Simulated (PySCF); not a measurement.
Coordinates in bohr (charge 0 multiplicity 3):
```
Mo   -1.4442    0.0000   -1.1253
N    -4.0438    0.0000    0.4616
Br    2.5089    0.0000    1.3136
```

Method: PySCF, UPBE0, basis Mo def2-TZVP with ECP28, N def2-TZVP, Br def2-TZVP (scalar-relativistic core potentials, no spin–orbit coupling, density fitting).

This geometry of BrMoN is a stationary point at this level.

(1) What is the point group?

(2) Is it a minimum?

(3) Which band is strongest in the infrared?

(4) Give the atomic charges and bond orders.

(5) Give the ideal-gas entropy at 298.15 K and 1 bar by parts.

## Answers

(1) Cs.

(2) Yes: all harmonic wavenumbers are real.

(3) 1151 cm⁻¹ (a'), 96 km/mol.

(4) 
| atom | Mulliken | Löwdin | polar tensor | spin (Mulliken) | Mayer order to Mo1 |
| --- | --- | --- | --- | --- | --- |
| Mo1 | 0.92 | 0.29 | 1.22 | 2.38 | – |
| N2 | -0.47 | -0.24 | -0.64 | -0.38 | 2.83 |
| Br3 | -0.45 | -0.05 | -0.58 | 0.01 | 0.91 |

(5) translation 174.3, rotation 109.5, vibration 18.3, spin 9.1; total 311.4 J/(mol K).

This need not be the most stable arrangement of these atoms. Open d and f shells are described by one determinant, and the ground state may have another occupation or spin.
